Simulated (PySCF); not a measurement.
This script is equivalent to a calculation on Be+ (beryllium, charge +1).

```python
from pyscf import gto, scf, dft, mp, cc
import basis_set_exchange as bse
mol = gto.M(atom="Be 0 0 0", charge=1, spin=1, symmetry="D2h",
            basis=gto.basis.parse(bse.get_basis("Sapporo-DZP-2012", elements=["Be"], fmt="nwchem", header=False)),
            nucmod="G")
mf = scf.UHF(mol).sfx2c1e()
mf.irrep_nelec = {'Ag': (2, 1)}
mf.kernel()
```

Question: What total energy does it give?

Answer: -14.27642 hartree (calculated).

Question: Which occupied shell lies highest, and where?

Answer: 2s α, at -18.084 eV.

Question: What is ⟨S²⟩, and what would a pure spin state give?

Answer: 0.750, against 0.75.
